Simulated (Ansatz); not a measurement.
BrCl$_{2}$FTi (`[F][Ti]([Cl])([Cl])[Br]`) from Hartree–Fock to CCSD(T)

| atom | x (Å) | y (Å) | z (Å) |
| --- | --- | --- | --- |
| F1 | -0.2397 | -0.6197 | -1.7004 |
| Ti2 | 0.0144 | -0.0222 | -0.0959 |
| Cl3 | 1.7493 | -0.9894 | 0.7657 |
| Cl4 | 0.3314 | 2.1184 | -0.1671 |
| Br5 | -1.8554 | -0.4870 | 1.1977 |

The species carries charge 0 and has multiplicity 1. Correlated methods include outer-core shells of Br, Ti, which these sets cover unevenly. Scalar relativity is left out up to krypton. Geometry: relaxed with PBE0-D4/def2-TZVP. Frozen core, restricted reference, Ansatz 0.2.0.

```tsv
basis	HF (Eh)	MP2 corr.
def2-SVP	-4438.69999	-1.00960
def2-TZVPP	-4439.59295	-1.34144
def2-QZVPP	-4439.68792	-1.75675
```

Task: Estimate the CCSD correlation energy and the (T) correction in each basis where they were run (hartree).

Result: 
```csv
basis,CCSD corr.,(T)
def2-SVP,-1.00922,-0.04723
def2-TZVPP,-1.35410,-0.07292
```
